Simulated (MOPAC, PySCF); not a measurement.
C₅H₄, SMILES `C#CC#CC`, neutral singlet in the gas phase. 

Cartesian coordinates (Å):
SMILES: C#CC#CC
```xyz
9

C      3.1683    -0.0850    -0.1794
C      1.9644    -0.1036    -0.1112
C      0.6038    -0.1245    -0.0342
C     -0.6016    -0.1430     0.0341
C     -2.0488    -0.1653     0.1160
H      4.2283    -0.0687    -0.2395
H     -2.4051    -1.1395     0.4587
H     -2.4115     0.5916     0.8153
H     -2.4978     0.0340    -0.8598
```
Charge 0, multiplicity 1.

All levels are single points at this geometry (B3LYP-D3(BJ)/def2-TZVP); Pople sets use spherical d functions. Orbital energies aren't observables, and empty levels follow the basis.

M06-2X/6-31G* in PySCF gives dipole (D) = 1.10.

### Question
Estimate the dipole (D) from each of these levels: PBE-D3(BJ)/def2-TZVP in PySCF; ωB97X-D3(BJ)/def2-TZVP in PySCF; B3LYP/3-21G in PySCF; BP86/6-31G* in PySCF; HF/6-31G* in PySCF; AM1 in MOPAC; PM3 in MOPAC; PM6 in MOPAC.

### Answer

| level | dipole (D) |
|---|---|
| PBE-D3(BJ)/def2-TZVP in PySCF | 1.41 |
| ωB97X-D3(BJ)/def2-TZVP in PySCF | 1.26 |
| B3LYP/3-21G in PySCF | 1.20 |
| BP86/6-31G* in PySCF | 1.23 |
| HF/6-31G* in PySCF | 1.02 |
| AM1 in MOPAC | 0.60 |
| PM3 in MOPAC | 0.56 |
| PM6 in MOPAC | 1.58 |
